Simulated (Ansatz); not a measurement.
Ansatz (an electronic-structure program) input (B3LYP/6-31G* with LANL2DZ past Ar): The .json file joins the Basis Set Exchange's 6-31G* for atoms up to Ar and LANL2DZ past it.

Ansatz 0.2 input:
```yaml
crystal:
  periodic: [false, false, false]
  atoms:
    - {symbol: Ge, position_ang: [-0.00298156, -0.00103587, 0.06675517]}
    - {symbol: H, position_ang: [0.04006815, -1.13660982, -1.08631828]}
    - {symbol: H, position_ang: [0.05534185, 1.16975760, -1.04984721]}
basis:
  gaussian:
    orbitals: 6-31Gs+LANL2DZ.json
hamiltonian:
  xc: {name: B3LYP}
phonons: {temperatures: {t_min: 298.15, t_max: 298.15, t_step: 100}}
```

### Question
Which harmonic wavenumbers does it give?

### Answer
958, 1830, 1841 cm⁻¹ (unscaled; negative means imaginary).
